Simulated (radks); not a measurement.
Eu29+, configuration [Ar] 3d10 4s2 4p4. Calculated with a radial shooting solver on a logarithmic mesh with Libxc functionals: non-relativistic Kohn-Sham, TPSS, spin-polarised, spherical densities, point nucleus; open shells are filled with parallel spins first (spin-orbit coupling, left out, can overturn this in heavy ions); meta-GGA in the generalised Kohn-Sham scheme; relativity is left out, which matters for an element this heavy. Some entries of the table are withheld. Estimate them.

orbital  occ.  eigenvalue (hartree)  <1/r> (bohr^-1)
1s up       1             -1713.288            62.47
1s down     1             -1713.239            62.48
2s up       1             -303.4068            14.53
2s down     1             -303.3877            14.53
2p up       3             -290.2850            14.54
2p down     3             -290.2447            14.54
3s up       1             -94.34106            5.539
3s down     1             -94.30624            5.539
3p up       3             -88.57728            5.476
3p down     3             -88.52996            5.475
3d up       5             -78.01319            5.371
3d down     5             -77.96251            5.371
4s up       1             -42.84241            2.662
4s down     1             -42.55675            2.661
4p up       3                   (1)            2.606
4p down     1                   (2)            2.605
4d up       0             -36.23401              (3)
4d down     0             -35.98294              (4)
5s up       0                   (5)            1.549
5s down     0                   (6)            1.548

Answer. 
(1) 4p up eigenvalue (hartree): -40.44015
(2) 4p down eigenvalue (hartree): -40.16290
(3) 4d up <1/r> (bohr^-1): 2.496
(4) 4d down <1/r> (bohr^-1): 2.498
(5) 5s up eigenvalue (hartree): -24.29288
(6) 5s down eigenvalue (hartree): -24.20426
